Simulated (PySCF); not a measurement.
[Yb(NH2)2]+: from a saddle point downhill

PySCF 2.14.0, RKS PBE0, Yb lcecp-1-SVP with ECP59, N def2-SVP, H def2-SVP; non-relativistic Hamiltonian with scalar-relativistic core potentials where named; density fitting; no spin-orbit coupling. Relaxed within the symmetry of its start, the geometry (C2v) is

```xyz
7

Yb    0.0000    0.0000   -0.1803
N     1.7301    0.0000    0.9221
H     2.1645   -0.8093    1.3731
H     2.1645    0.8093    1.3731
N    -1.7301    0.0000    0.9221
H    -2.1645    0.8093    1.3731
H    -2.1645   -0.8093    1.3731
```

and its lowest harmonic modes are -362, -356, 142, 388, 414, 562 cm⁻¹ (negative: unstable). It was moved along the lowest mode and relaxed again, within the group C2 that the move left.

(1) Where does it end, and how much lower?

(2) How do the contacts change?

(3) Is the end a minimum?

An lcecp potential fixes the number of 4f electrons, so in runs with it no electron can move into or out of that shell.

State: singlet in the valence, with the 4f electrons in the core potential.

## Answers

(1) In C2v, 0.459 eV lower, after 23 steps:
```xyz
7

Yb    0.0000    0.0000   -0.2625
N     1.6073    0.1620    0.9666
H     1.5303    0.1672    1.9862
H     2.6028    0.2548    0.7566
N    -1.6073   -0.1620    0.9666
H    -1.5303   -0.1672    1.9862
H    -2.6028   -0.2548    0.7566
```

(2) 
```csv
contact,saddle (Å),end (Å)
Yb1–N2 (NH2),2.051,2.030
Yb1–N5 (NH2),2.051,2.030
```


(3) Yes; lowest modes 143, 204, 263, 383, 472, 605 cm⁻¹.
